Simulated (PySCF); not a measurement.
SSi, SMILES [Si]=S (connectivity only; charge and spin as stated), charge -1, multiplicity 2.

Geometry optimised at PBE0-D3(BJ)/def2-TZVPD. The multiplicity is an assumed one; other spin states were not compared.

Two levels are set side by side: PBE/def2-TZVPD (PySCF) and PBE0/def2-TZVPD (PySCF). Same geometry, gas phase. Differences are taken from unrounded values.

| quantity | PBE |
|---|---|
| α-spin orbital gap (eV) | 0.17 |
| β-spin orbital gap (eV) | 3.28 |

Problem. These are the PBE values. What does PBE0 give? (Estimate from the structure and the level; the computed values follow.)

Solution. 
```
quantity                 PBE0  PBE minus PBE0
-----------------------  ----  --------------
α-spin orbital gap (eV)  1.82           -1.65
β-spin orbital gap (eV)  5.01           -1.73
```

Rough cost on one machine, each run with all the roots and properties that it gave: PBE0 against PBE within a factor of 2.
